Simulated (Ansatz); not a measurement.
One change: `B[SiH](Br)N=C` becomes `B[SiH2]Br`.

Ansatz, PBE0-D4/def2-TZVP geometries, multiplicity 1. Each molecule was computed in one conformer, which needn't be the lowest.

Scalar relativity is left out up to krypton.

```
                                                                                  property  `B[SiH](Br)N=C`
                                                       HOMO–LUMO gap (PBE/def2-TZVPP) / eV             3.77
ideal-gas entropy at 298 K and 1 bar (rigid rotor, harmonic PBE0-D4/def2-TZVP) / J/(mol·K)              361
                                                         HOMO energy (PBE/def2-TZVPP) / eV            -6.36
                                                       HOMO energy (B3LYP/def2-TZVPP) / eV            -7.49
                                                     HOMO–LUMO gap (B3LYP/def2-TZVPP) / eV             5.72
                                            size of the dipole moment (PBE/def2-TZVPP) / D             2.05
```

Give the same properties after the change, and the shifts. (An estimate is asked.)

Computed: 
| property | `B[SiH2]Br` | shift |
| --- | --- | --- |
| HOMO–LUMO gap (PBE/def2-TZVPP) / eV | 3.00 | -0.77 |
| ideal-gas entropy at 298 K and 1 bar (rigid rotor, harmonic PBE0-D4/def2-TZVP) / J/(mol·K) | 319 | -42 |
| HOMO energy (PBE/def2-TZVPP) / eV | -6.81 | -0.45 |
| HOMO energy (B3LYP/def2-TZVPP) / eV | -7.81 | -0.32 |
| HOMO–LUMO gap (B3LYP/def2-TZVPP) / eV | 4.80 | -0.92 |
| size of the dipole moment (PBE/def2-TZVPP) / D | 1.53 | -0.52 |

With PBE0 the HOMO falls by 0.33 eV and the LUMO falls by 1.28 eV, so the gap narrows by about 0.95 eV. PBE moves the HOMO by -0.45 eV and ωB97M-V by -0.31 eV. The zero-point energy changes by -64.4 kJ/mol with -9 modes. Dipoles are sizes alone; their direction can turn.

B3LYP here is the variant with VWN-RPA as its local correlation; programs differ in this.

Spin–orbit coupling is left out; it splits and shifts lone-pair levels of the heavy atoms by tenths of an eV.
